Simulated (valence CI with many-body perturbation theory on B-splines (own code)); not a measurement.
# E1 line list for Sn¹⁷⁺

Computed by configuration interaction combined with many-body perturbation theory (CI+MBPT): five valence electrons over a frozen Dirac-Fock core [Ar] 3d10, a basis of 11 s, 11 p, 10 d, 8 f, 5 g, 2 h functions for each j, with the one-electron correlation potential Σ1, the two-electron term Σ2, the three-electron term Σ3, Breit, model QED; selected CI, second order for the rest, scaled by the run's own slope (own B-spline code, finite nucleus).

No measured levels were compared; by estimate levels hold to about 250 cm⁻¹ or 0.2 % of their energy and the worst to 1 %, as in measured heavy ions of charge 2 to 7; those with d or f electrons hold less well. Among the levels kept, up to 2100 cm⁻¹ of a level comes from second order outside the variational space, and about a tenth of that is noise between levels of different J, which matters for small intervals.

Lines 201 to 250 of 557 in falling wavelength, among levels below 1432300 cm⁻¹, chosen from the strongest by gf and those to the six lowest levels. Wavelengths and rates use the calculated energies, so an error of 1000 cm⁻¹ moves a line at 162.1 Å by 0.16 % and its rate by three times that or more. Electric multipoles are in the length gauge, E1 and E2 with the static RPA response of the core. Weak lines are less certain than strong ones. Lines between different terms over intervals too small for the method are left out, as are lines whose strength nearly cancels. Where a level lies close to another of its J and parity, the split of strength between their lines is uncertain. The highest levels of a list are the least certain.

Names give the largest LS component (configuration and term), which can be under half, so a name can repeat, a term be missing and a line seem to break the LS rules; names also repeat where a configuration has a term twice. Letters in brackets count levels of one name in rising energy.

```
λ vac (Å)                   Upper                  Lower   A (s⁻¹)  log gf  Branch %
    162.1      4s2.4p.4d2 4G°_9/2  4s2.4p2.4d 2F_7/2 [a]  6.95e+09   -0.56      21.8
    162.0      4s2.4p.4d2 2S°_1/2  4s2.4p2.4d 2P_1/2 [b]  2.18e+10   -0.77       7.0
    161.9      4s2.4p.4d2 2D°_5/2  4s2.4p2.4d 2F_7/2 [b]  2.12e+10   -0.30      15.5
    161.8  4s2.4p.4d2 4D°_5/2 [b]      4s2.4p2.4d 2G_7/2  1.49e+10   -0.45       6.5
    161.7   4s.4p3.4d 2P°_3/2 [c]  4s2.4p2.4d 4D_1/2 [a]  1.17e+10   -0.74      10.8
    161.6      4s2.4p2.4f 4G°_9/2      4s2.4p2.4d 2G_7/2  6.22e+09   -0.61       3.9
    161.1   4s.4p3.4d 4D°_3/2 [a]          4s.4p4 4P_5/2  2.11e+09   -1.48      26.7
    160.9   4s.4p3.4d 4D°_3/2 [b]          4s.4p4 4P_1/2  2.28e+10   -0.45      50.1
    160.8       4s.4p3.4d 4G°_5/2          4s.4p4 4P_5/2  1.37e+09   -1.50      14.0
    160.7   4s.4p3.4d 2D°_5/2 [b]          4s.4p4 2D_5/2  7.81e+09   -0.74       9.3
    160.7      4s2.4p2.4f 2F°_7/2      4s2.4p2.4d 2G_7/2  1.05e+10   -0.49       7.4
    160.6       4s2.4p2.4d 2G_7/2        4s2.4p3 2D°_5/2  2.04e+10   -0.20     100.0
    160.6  4s2.4p.4d2 4G°_7/2 [b]      4s2.4p2.4d 4F_7/2  2.58e+10   -0.10      23.9
    160.5       4s.4p3.4d 4S°_3/2          4s.4p4 2D_5/2  5.96e+10   -0.04      34.7
    160.4   4s2.4p2.4d 2P_3/2 [a]        4s2.4p3 2D°_3/2  5.09e+10   -0.11      39.9
    159.9  4s2.4p.4d2 4D°_7/2 [a]      4s2.4p2.4d 4F_9/2  2.16e+10   -0.18      31.6
    159.9  4s2.4p.4d2 4D°_7/2 [b]      4s2.4p2.4d 2G_9/2  3.87e+10    0.07      22.2
    159.8   4s2.4p2.4d 2D_3/2 [a]        4s2.4p3 2P°_1/2  2.33e+10   -0.45      29.6
    159.5  4s2.4p.4d2 4D°_5/2 [c]  4s2.4p2.4d 2D_5/2 [b]  9.74e+09   -0.65       2.1
    159.4      4s2.4p.4d2 4F°_5/2      4s2.4p2.4d 4P_3/2  1.11e+10   -0.59       3.9
    159.2      4s2.4p2.4f 4D°_3/2      4s2.4p2.4d 4P_3/2  1.21e+10   -0.73       5.2
    159.0      4s2.4p.4d2 2D°_3/2  4s2.4p2.4d 2P_3/2 [a]  3.11e+10   -0.33      17.5
    159.0   4s2.4p2.4d 2D_5/2 [c]        4s2.4p3 2P°_3/2  5.11e+08   -1.93       3.4
    158.9       4s2.4p2.4d 4P_5/2        4s2.4p3 2D°_5/2  2.98e+10   -0.17      12.0
    158.8   4s.4p3.4d 4F°_5/2 [a]          4s.4p4 4P_5/2  3.19e+09   -1.14      22.2
    158.7      4s2.4p.4d2 4G°_5/2      4s2.4p2.4d 2F_5/2  2.51e+10   -0.25      20.9
    158.7  4s2.4p.4d2 2F°_7/2 [a]  4s2.4p2.4d 2F_7/2 [b]  8.39e+09   -0.60       3.6
    158.7   4s.4p3.4d 2D°_5/2 [a]          4s.4p4 4P_3/2  3.80e+10   -0.07      59.3
    158.5      4s2.4p.4d2 4D°_3/2      4s2.4p2.4d 4D_3/2  1.37e+10   -0.68       9.1
    158.4  4s2.4p.4d2 2F°_7/2 [b]  4s2.4p2.4d 2D_5/2 [b]  5.25e+09   -0.80       1.6
    158.4   4s.4p3.4d 4P°_3/2 [b]          4s.4p4 2D_3/2  2.60e+10   -0.41      17.3
    158.1  4s2.4p.4d2 4S°_3/2 [a]  4s2.4p2.4d 2D_5/2 [b]  1.75e+10   -0.58       4.2
    158.0   4s.4p3.4d 4P°_3/2 [a]          4s.4p4 4P_3/2  1.59e+10   -0.62      28.1
    158.0  4s2.4p.4d2 4D°_5/2 [a]      4s2.4p2.4d 4D_5/2  2.32e+10   -0.28      15.4
    158.0   4s.4p3.4d 4F°_7/2 [a]          4s.4p4 4P_5/2  9.67e+08   -1.54      14.5
    157.9      4s2.4p.4d2 4F°_5/2      4s2.4p2.4d 4P_5/2  1.05e+10   -0.63       3.7
    157.8      4s2.4p2.4f 2P°_3/2  4s2.4p2.4d 2P_1/2 [b]  2.46e+10   -0.43       8.2
    157.7      4s2.4p.4d2 2G°_7/2  4s2.4p2.4d 2D_5/2 [a]  1.06e+10   -0.50       5.1
    157.7  4s2.4p2.4f 2G°_9/2 [a]      4s2.4p2.4d 2G_7/2  5.59e+09   -0.68       3.9
    157.5      4s2.4p.4d2 2P°_3/2  4s2.4p2.4d 2P_1/2 [a]  1.93e+10   -0.54       5.7
    157.3       4s2.4p2.4d 4P_3/2        4s2.4p3 2D°_5/2  2.70e+10   -0.40      11.7
    157.3      4s2.4p.4d2 4F°_7/2      4s2.4p2.4d 4P_5/2  2.63e+10   -0.11      10.2
    157.2       4s2.4p2.4d 2F_5/2        4s2.4p3 4S°_3/2  1.43e+09   -1.50      66.7
    157.2  4s2.4p.4d2 4P°_5/2 [a]  4s2.4p2.4d 2D_3/2 [a]  1.42e+10   -0.50       9.0
    157.1  4s2.4p.4d2 4P°_5/2 [a]  4s2.4p2.4d 2F_7/2 [b]  9.31e+09   -0.68       5.9
    157.1   4s.4p3.4d 2P°_3/2 [d]      4s2.4p2.4d 4D_3/2  1.37e+10   -0.69       6.3
    157.0  4s2.4p.4d2 4D°_7/2 [b]  4s2.4p2.4d 2F_7/2 [b]  1.01e+10   -0.52       5.8
    156.7     4s2.4p2.4f 4G°_11/2      4s2.4p2.4d 2G_9/2  6.12e+09   -0.57       2.5
    156.4   4s.4p3.4d 2G°_7/2 [b]          4s.4p4 2D_5/2  2.15e+10   -0.20      31.6
    156.3   4s.4p3.4d 4F°_7/2 [b]          4s.4p4 4P_5/2  9.04e+09   -0.58      47.7
```
